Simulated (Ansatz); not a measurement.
Consider the formal exchange of groups at the Si–Cl bond: `[SiH3]Cl` + `C=C[SiH2][S][GeH3]` → `[SiH3][SiH2][S][GeH3]` + `C=CCl`.

Calculated with Ansatz (gas phase, PBE0-D4/def2-TZVP geometries, no zero-point term in ΔE). CCSD(T)/CBS adds triple-zeta CCSD(T) − MP2 to the extrapolated MP2 energy (def2 sets, frozen cores). This one scheme is used for every species. Functionals use def2-TZVPP. B3LYP here is the variant with VWN-RPA as its local correlation; programs differ in this. For Ge outer-core shells are correlated without core-valence functions, which leaves a few kJ/mol of doubt a bond. Scalar relativity is left out up to krypton. Each species was taken in one conformer, which may not be the lowest.

**Question.** Is it downhill or uphill in electronic energy at CCSD(T)/CBS, and by how much? (Estimate.)

**Answer.** The calculation gave: Uphill: ΔE = +36.8 kcal/mol.

**Question.** What do these levels give: r2SCAN-D4, B3LYP-D4, B2PLYP, PBE, MP2/def2-TZVPP, SCS-MP2/def2-TZVPP, CCSD/def2-TZVPP, CCSD(T)/def2-TZVPP, MP2/def2-QZVPP, SCS-MP2/def2-QZVPP, MP2/CBS(def2), CCSD/CBS(def2)? (An estimate is asked.)

**Answer.** The calculation gave: r2SCAN-D4 34.3, B3LYP-D4 34.8, B2PLYP 36.1, PBE 29.7, MP2/def2-TZVPP 38.9, SCS-MP2/def2-TZVPP 38.4, CCSD/def2-TZVPP 36.8, CCSD(T)/def2-TZVPP 36.2, MP2/def2-QZVPP 39.3, SCS-MP2/def2-QZVPP 38.8, MP2/CBS(def2) 39.4, CCSD/CBS(def2) 37.4 kcal/mol.

Largest T1 diagnostic among the species: 0.012.

The D4 term adds +0.8 kcal/mol with B3LYP and +0.4 kcal/mol with PBE0; it sums over pairs of atoms, weighted by their polarisabilities, and B3LYP, whose exchange is more repulsive, gets the larger term. In def2-TZVPP, CCSD(T) changes the Hartree–Fock value by −3.8 kcal/mol (the triples alone add −0.6 kcal/mol) and MP2 by −1.1 kcal/mol.
